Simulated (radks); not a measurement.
All-electron atom: As in [Ar] 3d10 4s2 4p3.

All-electron calculation, non-relativistic Kohn-Sham, PBEsol, spin-polarised, spherical densities, point nucleus; open shells are filled with parallel spins first; hard spherical wall at 15 bohr. Program: a radial shooting solver on a logarithmic mesh with Libxc functionals.

Energy parts (eV):
| part | energy |
|---|---|
| total | -60789.626 |
| kinetic | 60747.331 |
| electron-nucleus | -145484.662 |
| Hartree | 26155.255 |
| exchange-correlation | -2207.549 |

Orbitals (lengths in bohr, moments of r in powers of bohr; <r^-3> diverges for s and p1/2):
orbital  occ.  eigenvalue (eV)   <r^-3>     <r^2>
1s up       1        -11530.12        -  0.002884
1s down     1        -11530.00        -  0.002884
2s up       1        -1445.496        -   0.05038
2s down     1        -1445.443        -   0.05037
2p up       3        -1292.968     1040   0.03913
2p down     3        -1292.866     1040   0.03913
3s up       1        -183.2277        -    0.4285
3s down     1        -183.0867        -    0.4281
3p up       3        -131.7630    142.8    0.4554
3p down     3        -131.5978    142.9    0.4544
3d up       5         -41.4718    16.92    0.5815
3d down     5         -41.2069    17.02    0.5713
4s up       1         -14.7763        -     4.484
4s down     1         -12.4542        -     4.478
4p up       3          -5.9431    8.041     7.419
4p down     0          -3.6285    7.794     8.259
4d up       0           1.1210  0.04300     66.89
5s up       0          -0.4322        -     50.88
5p up       0           0.5908   0.6287     73.65

The highest occupied level is 4p up at -5.943 eV. The spin density at the nucleus is -0.7043 e/bohr^3 (1s -0.1350, 2s 0.0456, 3s 0.0043, 4s -0.6193), a Fermi contact field of -36.9 T. The pressure on the wall is 0.00000196 GPa.
